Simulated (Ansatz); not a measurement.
Potential energy curve for GeH, doublet.

Method: full CI/aug-cc-pVTZ, cores with 3d frozen run with Ansatz (an electronic-structure program).

### Question
Relative to R = 1.62 Å, what are the energies at R = 1.52, 1.78, 2.19, 3.78 Å?

### Answer
1.2 kcal/mol at 1.52 Å, 3.5 kcal/mol at 1.78 Å, 23.6 kcal/mol at 2.19 Å, 65.1 kcal/mol at 3.78 Å.
